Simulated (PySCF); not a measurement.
Relaxation of triplet AuH₃

Computed with UPBE in PySCF with Au def2-TZVP with ECP60, H def2-TZVP; scalar-relativistic core potentials, no spin–orbit coupling; density-fitted integrals. A (50,194) grid was used.

A hand-made trigonal planar start, of D3h symmetry, held to at least that symmetry:

```xyz
4
charge 0 multiplicity 3, angstrom
Au    0.0000    0.0000    0.0000
H     1.5600    0.0000    0.0000
H    -0.7800    1.3510    0.0000
H    -0.7800   -1.3510    0.0000
```

(1) What does it relax to?

(2) How much energy is released, and in how many steps?

Answers

(1) It ends at D3h with Au–H 1.660 Å (×3); H–Au–H 120.0° (×3). No frequency check is given, so it may be a saddle point. Other isomers or separated fragments may lie lower.

(2) 21.2 kJ/mol in 4 steps.

Open d and f shells are described by one determinant, and the ground state may have another occupation or spin. At this level a singlet minimum of C2v symmetry lies 264 kJ/mol below this structure. No spin–orbit coupling is included, which matters more the heavier the element.
